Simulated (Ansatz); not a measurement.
Stepwise reaction of `F[SiH](Cl)[SiH2]Cl` with water, as a gas-phase model of exchange steps in deposition or etching. ΔE in kJ/mol.

Isolated molecules relaxed with PBE0-D4/def2-TZVP in Ansatz; ΔE leaves out vibrations. CCSD(T)/CBS is the MP2 limit (def2-TZVPP, def2-QZVPP) plus CCSD(T) − MP2 in def2-TZVPP, frozen cores. This one scheme is used for every species. Functionals use def2-TZVPP. B3LYP here is the variant with VWN-RPA as its local correlation; programs differ in this. One conformer a species, not always the lowest.

| step | reaction | PBE-D4 | B3LYP-D4 | ωB97M-V | CCSD(T)/CBS |
| --- | --- | --- | --- | --- | --- |
| 1 | `F[SiH](Cl)[SiH2]Cl` + H₂O → `O[SiH](F)[SiH2]Cl` + HCl | -1.4 | -7.7 | -7.1 | -4.4 |
| 2 | `O[SiH](F)[SiH2]Cl` + H₂O → `O[SiH2][SiH](O)F` + HCl | 18.6 | 11.3 | 12.3 | 14.9 |

(1) By hand: ΔE of the 2 steps together at CCSD(T)/CBS.

## Answers

(1) (-4.4) + (14.9) = 10.5 kJ/mol, or 5.2 kJ/mol a step.

In ΔE each step is higher than the one before. PBE-D4 differs from CCSD(T)/CBS by 3.0 to 3.7 kJ/mol a step. Only this route is followed, and other bonds may react first. Isolated molecules leave out the surface, adducts and barriers. Largest T1 diagnostic: 0.012.
